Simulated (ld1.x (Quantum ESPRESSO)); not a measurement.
**Be (Z = 4), PAW: configuration errors across variants**

- Element: beryllium
- Generator: ld1.x (Quantum ESPRESSO) 7.5
- Type: PAW
- Functional: revPBE
- Relativity: scalar-relativistic
- Frozen core: none
- Valence charge: 4
- Reference configuration: 1s2 2s0 2p0 (charge +2)
- Partial waves: 1s (bound): rcut 0.65, rcutus 0.70 bohr; 2s (bound, empty): rcut 0.65, rcutus 0.70 bohr; 2p (bound, empty): rcut 2.30, rcutus 2.80 bohr; 2p channel at -0.8 Ry: rcut 2.30, rcutus 2.80 bohr
- Local potential: all-electron potential smoothed inside 2.45 bohr (lloc = -1)
- Core correction: none
- Augmentation charge: BESSEL, radius 0.65 bohr

All-electron excitation energies from the reference (eV): (1) 1s2 2s2 2p0 -27.531; (2) 1s2 2s1 2p0 -17.974; (3) 1s2 2s1.5 2p0 -23.767; (4) 1s2 2s1 2p1 -23.885; (5) 1s2 2s0 2p1 -14.023; (6) 1s2 2s0 2p2 -20.215.

Tests that are not counted but printed errors over 1 eV. “wave 2p channel at -0.8 Ry: rcut 2.30, rcutus 2.80 bohr becomes 2p channel at -0.3 Ry: rcut 2.30, rcutus 2.80 bohr”: 1s2 2s1 2p1 (pseudo-atom not self-consistent, printed error -34.5 eV); 1s2 2s0 2p2 (solver errors, printed error -11.7 eV). “wave 2p channel at -0.8 Ry: rcut 2.30, rcutus 2.80 bohr becomes 2p channel at 0.24 Ry: rcut 2.30, rcutus 2.80 bohr”: 1s2 2s1 2p1 (pseudo-atom not self-consistent, printed error -2.4 eV); 1s2 2s0 2p2 (solver errors, printed error -11.7 eV).

Errors AE − PS in meV (a dash: test not solved or not reliable):

```csv
change,(1),(2),(3),(4),(5),(6),bound ghosts
base,-17,-5.4,-11,-11,-0.4,-0.1,none
"wave 2p channel at -0.8 Ry: rcut 2.30, rcutus 2.80 bohr becomes 2p channel at -1.13 Ry: rcut 2.30, rcutus 2.80 bohr",-17,-5.4,-11,-9.2,-9.5,-14,none
"wave 2p channel at -0.8 Ry: rcut 2.30, rcutus 2.80 bohr becomes 2p channel at -1 Ry: rcut 2.30, rcutus 2.80 bohr",-17,-5.4,-11,-5.9,-0.8,+0.3,none
"wave 2p channel at -0.8 Ry: rcut 2.30, rcutus 2.80 bohr becomes 2p channel at -0.72 Ry: rcut 2.30, rcutus 2.80 bohr",-17,-5.4,-11,-13,-0.9,-0.8,none
"wave 2p channel at -0.8 Ry: rcut 2.30, rcutus 2.80 bohr becomes 2p channel at -0.3 Ry: rcut 2.30, rcutus 2.80 bohr",-17,-5.4,-11,–,+1.1,–,none
"wave 2p channel at -0.8 Ry: rcut 2.30, rcutus 2.80 bohr becomes 2p channel at 0.24 Ry: rcut 2.30, rcutus 2.80 bohr",-17,-5.4,-11,–,+10,–,none
"wave 2p channel at -0.8 Ry: rcut 2.30, rcutus 2.80 bohr becomes 2p channel at 2.25 Ry: rcut 2.30, rcutus 2.80 bohr",-17,-5.4,-11,+45,+36,+104,none
```

Q: Give the same row for: wave 2p channel at -0.8 Ry: rcut 2.30, rcutus 2.80 bohr becomes 2p channel at 5.35 Ry: rcut 2.30, rcutus 2.80 bohr.

A: -17, -5.4, -11, -376, -224, -691; bound ghosts: none.
